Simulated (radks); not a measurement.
The nitrogen anion N3-, [Ne], held by a Watson sphere: a shell of charge +3 at radius R that stands for the Madelung well of a crystal (potential energy -3/R inside, -3/r outside, in hartree with lengths in bohr). Method: non-relativistic Kohn-Sham, LB94 model potential, spin-polarised, spherical densities, point nucleus; computed with a radial shooting solver on a logarithmic mesh with Libxc functionals. Response by self-consistent Sternheimer equations with the Hartree and adiabatic LDA kernel. The sphere does not respond.

| R (bohr) | e(1s) (eV) | e(2s) (eV) | e(2p) (eV) | <r> 2p (bohr) | sum of <r^2> (bohr^2) | X-ray form factor at sin(theta)/lambda = 0.2 1/angstrom | alpha (bohr^3) |
|---|---|---|---|---|---|---|---|
| 1.62 | -399.20 | -25.236 | -14.056 | 1.577 | 23.89 | 5.630 | 12.42 |
| 1.73 | -399.33 | -24.426 | -13.453 | 1.622 | 25.22 | 5.507 | 14.11 |
| 2 | -399.49 | -22.625 | -12.082 | 1.728 | 28.51 | 5.250 | 19.15 |
| 2.22 | -399.45 | -21.356 | -11.077 | 1.811 | 31.21 | 5.086 | 24.39 |
| 2.89 | -398.81 | -18.442 | -8.585 | 2.047 | 39.77 | 4.785 | 49.35 |
